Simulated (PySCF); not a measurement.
C2H5ClO2Si.
Geometry (PBE0-D3(BJ)/def2-SVP, Å), atoms numbered from 1 in this order:
```xyz
11
C2H5ClO2Si angstrom
Cl     5.5845    0.3008    2.4618
Si     3.9089   -0.1724    1.3773
O      2.5704   -0.1947    2.3648
C      1.6038    0.7254    1.8848
C      2.3312    1.7382    0.9869
O      3.4105    1.0542    0.3701
H      4.1892   -1.4204    0.6442
H      1.1133    1.2204    2.7372
H      0.8312    0.1792    1.3145
H      2.7187    2.5849    1.5821
H      1.6661    2.1437    0.2094
```

Level: PBE0/pcSseg-1 and CAM-B3LYP/def2-SVPD in PySCF, non-relativistic, on one gas-phase PBE0-D3(BJ)/def2-SVP geometry that isn't relaxed in the solvent. The solvent is an IEF-PCM continuum (cavity from Bondi-type radii × 1.2). Only the electrostatic response of the medium enters.

Gas phase at PBE0/pcSseg-1: HOMO -8.34 eV, LUMO 0.79 eV, dipole 2.42 D.

Problem. What does the continuum do to the energy, the frontier levels and the dipole at PBE0/pcSseg-1 in benzene and acetonitrile?

Solution. 
```json
{"solvent": "benzene", "ε": "2.271", "E(solvent) − E(gas) (kcal/mol)": "-2.13", "polarisation term (kcal/mol)": "-2.25", "distortion of the solute (kcal/mol)": "0.12", "HOMO (eV)": "-8.26", "LUMO (eV)": "0.80", "dipole (D)": "2.70"}
{"solvent": "acetonitrile", "ε": "35.69", "E(solvent) − E(gas) (kcal/mol)": "-4.68", "polarisation term (kcal/mol)": "-5.27", "distortion of the solute (kcal/mol)": "0.59", "HOMO (eV)": "-8.20", "LUMO (eV)": "0.79", "dipole (D)": "3.02"}
```

The first energy column is the sum of the next two and covers electrostatics alone. From benzene to acetonitrile the lowering changes by a factor 2.20, Onsager's factor (ε − 1)/(2ε + 1) by 2.09 and ε itself by 15.7.

Problem. Which radius a makes the point-dipole formula ΔE = −[(ε − 1)/(2ε + 1)]·μ²/a³ give the value in acetonitrile, with the gas-phase dipole?

Solution. μ = 0.953 au and |ΔE| = 0.00746 Eh give a = 2.05 Å; the farthest nucleus lies 3.07 Å from the centroid of the nuclei, so such a sphere wouldn't even hold the nuclei. The formula assumes a rigid point dipole at the centre of a sphere.

Problem. Give the dipole vector in the frame of the coordinates (D, pointing from negative to positive charge), gas and acetonitrile.

Solution. Gas (-2.25, 0.63, -0.63), solvent (-2.81, 0.76, -0.81). Its length changes by +25 % and its direction by less than 1°.

Problem. Which IAO charges (PBE0/pcSseg-1) respond most in acetonitrile (means over atoms taken as equivalent)?

Solution. 
```tsv
atoms	environment	gas (e)	solvent (e)	change
Cl1	silicon-bound chlorine	-0.313	-0.329	-0.016
O3/O6	silyl ether oxygen	-0.640	-0.655	-0.015
H7	Si–H hydrogen	-0.131	-0.120	+0.011
H9/H11	methylene hydrogen	+0.144	+0.155	+0.011
H8/H10	methylene hydrogen	+0.144	+0.153	+0.009
C4/C5	sp3 carbon bound to oxygen	-0.069	-0.073	-0.004
Si2	chlorine-bound silicon	+1.288	+1.287	-0.001
```

Problem. Which Mayer bond orders change most in acetonitrile?

Solution. 
```tsv
bond	length (Å)	gas	solvent	change
Cl1–Si2	2.051	1.004	0.969	-0.035
O3–C4	1.418	0.882	0.861	-0.021
C5–O6	1.419	0.879	0.859	-0.020
C4–C5	1.537	1.035	1.042	+0.007
Si2–H7	1.474	0.916	0.923	+0.007
Si2–O3	1.664	0.995	0.998	+0.003
C5–H11	1.101	0.951	0.948	-0.003
O6–Si2	1.664	1.002	1.004	+0.002
```

Gas phase at CAM-B3LYP/def2-SVPD: HOMO -9.83 eV, LUMO 1.12 eV, dipole 2.23 D.

Problem. What does the continuum do to the energy, the frontier levels and the dipole at CAM-B3LYP/def2-SVPD in acetonitrile?

Solution. 
| solvent | ε | E(solvent) − E(gas) (kcal/mol) | polarisation term (kcal/mol) | distortion of the solute (kcal/mol) | HOMO (eV) | LUMO (eV) | dipole (D) |
| --- | --- | --- | --- | --- | --- | --- | --- |
| acetonitrile | 35.69 | -4.40 | -5.07 | 0.67 | -9.69 | 1.19 | 2.87 |

The atom shares or the degeneracy of the LUMO differ from the gas phase in acetonitrile, so that column needn't follow one orbital.

Problem. How does the static polarisability (CAM-B3LYP/def2-SVPD, frozen core, with the continuum's full static response) change?

Solution. 
```tsv
medium	isotropic (au)	principal values (au)	⟨r²⟩ of the electrons (bohr²)
gas	64.7	56.6, 61.3, 76.2	824.9
acetonitrile	84.1	75.1, 81.9, 95.2	824.2
```

The isotropic value in acetonitrile is 1.30 times the gas-phase one; no cavity-field correction is applied. ⟨r²⟩ is taken about the centre of nuclear charge.
